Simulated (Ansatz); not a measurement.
# Ligand exchange: C3H6ClIn + HCl → C3H7In + Cl2

Species: C3H6ClIn `C=C[CH2][InH][Cl]`, singlet; HCl (hydrogen chloride), singlet; C3H7In `C=C[CH2][InH2]`, singlet; Cl2 (chlorine), singlet. The partners trade Cl for H: In–Cl and Cl–H bonds give way to In–H and Cl–Cl.

Shapes, held fixed at every level: PBE0-D4/def2-TZVP. Flexible molecules stand in one conformer, not always the lowest. Programs: Ansatz 0.2.0. The zero-point and thermal change to 298 K, harmonic and unscaled (PBE0-D4/def2-TZVP), is -5.4 kJ/mol.

Q: Estimate ΔH(298 K) of this reaction.

A: The highest level, CCSD(T)/def2-TZVPP, gives ΔH(298 K) = +306.4 kJ/mol; the levels span +297.3 to +354.8. The column of differences is taken from that level and isn't an error. No measured value is set beside it here. For atoms past krypton def2 sets carry core potentials with scalar relativity. Outer-core shells of In are correlated, in sets that cover them unevenly.

```tsv
level	kind	ΔH(298 K) (kJ/mol)	less CCSD(T)/def2-TZVPP
HF/def2-SVP	Hartree–Fock	+354.8	+48.4
HF/def2-TZVPP	Hartree–Fock	+336.9	+30.5
r2SCAN0-D4/def2-TZVPP	global hybrid	+307.7	+1.3
wB97M-V/def2-TZVPP	range-separated hybrid	+297.3	-9.1
B2PLYP/def2-TZVPP	double hybrid	+305.3	-1.1
MP2/def2-SVP	perturbation theory	+336.0	+29.6
CCSD(T)/def2-SVP	coupled cluster or CI	+323.0	+16.6
CCSD(T)/def2-TZVPP	coupled cluster or CI	+306.4	0.0
```
